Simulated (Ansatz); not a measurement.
Consider the cleavage of the B–Si bond: `CB(N)[SiH3]` + HBr → `CB(N)Br` + SiH₄.

Computed with Ansatz on PBE0-D4/def2-TZVP structures; ΔE is electronic, products minus reactants. CBS: MP2 limit from def2 TZ/QZ plus the TZ coupled-cluster correction, frozen cores. This one scheme is used for every species. Functionals use def2-TZVPP. HSE06 is defined as in plane-wave codes. For Br outer-core shells are correlated without core-valence functions, which leaves a few kJ/mol of doubt a bond. Scalar relativity is left out up to krypton. Each species was taken in one conformer, which may not be the lowest.

```
             level  ΔE (kJ/mol)
        r2SCAN0-D4       -106.4
          HSE06-D4        -98.4
          BHLYP-D4       -108.8
              PBE0        -99.3
         CAM-B3LYP       -104.5
RPA@PBE/def2-TZVPP       -102.1
  CCSD(T)/def2-SVP       -103.4
      HF/CBS(def2)       -119.2
```

**Question.** What does CCSD(T)/CBS give? (An estimate is asked.)

**Answer.** Computed: -105.4 kJ/mol. The listed levels differ from it by -1.0, 7.0, -3.4, 6.1, 0.9, 3.3, 2.0, -13.8 kJ/mol.

Largest T1 diagnostic among the species: 0.013.

In def2-TZVPP, CCSD(T) changes the Hartree–Fock value by +15.6 kJ/mol (the triples alone add +1.2 kJ/mol) and MP2 by +5.6 kJ/mol. From PBE to PBE0 (25 % exact exchange), in def2-TZVPP and without D4, ΔE moves by −5.6 kJ/mol. Leaving LDA and LC-ωPBE aside and taking each functional with its dispersion term where it has one, the values, not all of them listed here, spread over 16.0 kJ/mol, from BHLYP-D4 to PBE-D4.
